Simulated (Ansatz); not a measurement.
## Molecular dynamics of ClHSb

input.yaml

```yaml
crystal:
  periodic: [false, false, false]
  atoms:
    - { symbol: Cl, position_ang: [1.458206, 0.362723, 0.829024] }
    - { symbol: Sb, position_ang: [-0.639698, 0.621107, -0.279939] }
    - { symbol: H, position_ang: [-0.829408, -1.04863, -0.562384] }
magnetization:
  spin_polarized: true
  initial_magnetization: 1
basis:
  gaussian: { orbitals: def2-SVP }
hamiltonian:
  xc: hf
md:
  timestep: 0.5
  n_steps: 250
  ensemble: nvt_langevin
  temperature: 700.0
  initial_velocities: maxwell_boltzmann
  seed: 476524
  friction: 0.005
```

Command:

```bash
$ ansatz run input.yaml --threads 1 --pin off --max-ram 2048MiB --backend cpu --events-out ev --progress --plain --runs-dir out
```

It starts from a relaxed structure.

Output, in part (one step line in 9, the closing report, with atoms numbered from 0):

```
md step     0: t =     0.00 fs  T =   466.7 K  F+E_penalty+E_count = -19026.55234393 eV  E_kin = 0.180964 eV  (53 SCF iters)
md step     9: t =     4.50 fs  T =   347.1 K  F+E_penalty+E_count = -19026.50315537 eV  E_kin = 0.134612 eV  (37 SCF iters)
md step    18: t =     9.00 fs  T =   468.1 K  F+E_penalty+E_count = -19026.53667822 eV  E_kin = 0.181535 eV  (46 SCF iters)
md step    27: t =    13.50 fs  T =   327.6 K  F+E_penalty+E_count = -19026.49905650 eV  E_kin = 0.127026 eV  (27 SCF iters)
md step    36: t =    18.00 fs  T =   356.3 K  F+E_penalty+E_count = -19026.53753857 eV  E_kin = 0.138158 eV  (46 SCF iters)
md step    45: t =    22.50 fs  T =   283.1 K  F+E_penalty+E_count = -19026.49418897 eV  E_kin = 0.109790 eV  (40 SCF iters)
md step    54: t =    27.00 fs  T =   501.2 K  F+E_penalty+E_count = -19026.53424584 eV  E_kin = 0.194352 eV  (36 SCF iters)
md step    63: t =    31.50 fs  T =   459.1 K  F+E_penalty+E_count = -19026.50595267 eV  E_kin = 0.178037 eV  (35 SCF iters)
md step    72: t =    36.00 fs  T =   495.2 K  F+E_penalty+E_count = -19026.50090090 eV  E_kin = 0.192045 eV  (53 SCF iters)
md step    81: t =    40.50 fs  T =   414.2 K  F+E_penalty+E_count = -19026.50742943 eV  E_kin = 0.160627 eV  (47 SCF iters)
md step    90: t =    45.00 fs  T =   286.6 K  F+E_penalty+E_count = -19026.47455245 eV  E_kin = 0.111123 eV  (35 SCF iters)
md step    99: t =    49.50 fs  T =   434.0 K  F+E_penalty+E_count = -19026.55125109 eV  E_kin = 0.168285 eV  (53 SCF iters)
md step   108: t =    54.00 fs  T =   344.2 K  F+E_penalty+E_count = -19026.45562356 eV  E_kin = 0.133468 eV  (38 SCF iters)
md step   117: t =    58.50 fs  T =   581.1 K  F+E_penalty+E_count = -19026.54668064 eV  E_kin = 0.225322 eV  (47 SCF iters)
md step   126: t =    63.00 fs  T =   254.5 K  F+E_penalty+E_count = -19026.46845025 eV  E_kin = 0.098682 eV  (37 SCF iters)
md step   135: t =    67.50 fs  T =   445.9 K  F+E_penalty+E_count = -19026.53128291 eV  E_kin = 0.172902 eV  (47 SCF iters)
md step   144: t =    72.00 fs  T =   367.4 K  F+E_penalty+E_count = -19026.48722622 eV  E_kin = 0.142474 eV  (54 SCF iters)
md step   153: t =    76.50 fs  T =   380.4 K  F+E_penalty+E_count = -19026.52439766 eV  E_kin = 0.147494 eV  (35 SCF iters)
md step   162: t =    81.00 fs  T =   371.3 K  F+E_penalty+E_count = -19026.50183096 eV  E_kin = 0.143966 eV  (35 SCF iters)
md step   171: t =    85.50 fs  T =   178.6 K  F+E_penalty+E_count = -19026.48588099 eV  E_kin = 0.069243 eV  (53 SCF iters)
md step   180: t =    90.00 fs  T =   238.4 K  F+E_penalty+E_count = -19026.52271669 eV  E_kin = 0.092433 eV  (45 SCF iters)
md step   189: t =    94.50 fs  T =   217.1 K  F+E_penalty+E_count = -19026.51205527 eV  E_kin = 0.084173 eV  (36 SCF iters)
md step   198: t =    99.00 fs  T =   410.9 K  F+E_penalty+E_count = -19026.53879930 eV  E_kin = 0.159333 eV  (52 SCF iters)
md step   207: t =   103.50 fs  T =   257.9 K  F+E_penalty+E_count = -19026.49314899 eV  E_kin = 0.100023 eV  (38 SCF iters)
md step   216: t =   108.00 fs  T =   413.8 K  F+E_penalty+E_count = -19026.52683605 eV  E_kin = 0.160480 eV  (35 SCF iters)
md step   225: t =   112.50 fs  T =   322.5 K  F+E_penalty+E_count = -19026.50373204 eV  E_kin = 0.125077 eV  (35 SCF iters)
md step   234: t =   117.00 fs  T =   410.0 K  F+E_penalty+E_count = -19026.52613056 eV  E_kin = 0.158993 eV  (48 SCF iters)
md step   243: t =   121.50 fs  T =   328.1 K  F+E_penalty+E_count = -19026.52668552 eV  E_kin = 0.127228 eV  (54 SCF iters)
md step   250: t =   125.00 fs  T =   395.1 K  F+E_penalty+E_count = -19026.51724313 eV  E_kin = 0.153202 eV  (93 SCF iters)
Total energy: -19026.51724313 eV, -699.2116120484 hartree
Atom 0 at     1.186019     0.293855     1.352987 Å, force    -0.331668     0.060029    -0.381885 eV/Å
Atom 1 at    -0.506798     0.424038    -0.382821 Å, force     0.850782     0.601917     0.064485 eV/Å
Atom 2 at    -1.382127    -0.804712     0.288668 Å, force    -0.519114    -0.661946     0.317400 eV/Å
Dipole moment:    -0.482394     0.014143    -0.466855 e Å
```

The run went to its last step. The mean temperature of the second half is 52 % below the set value. A run of 0.12 ps of so small a system gives no equilibrium averages.

The same pairs are bonded in the first frame and the last. Pairs count as bonded within 1.25 times the sum of covalent radii (0.12 Å more for H–H).

Last frame:

```xyz
3
Properties=species:S:1:pos:R:3
Cl 1.186 0.294 1.353
Sb -0.507 0.424 -0.383
H -1.382 -0.805 0.289
```

The run took 3.4 min on 1 thread of Arm Neoverse V1 (shared host), peak memory 0.11 GiB.
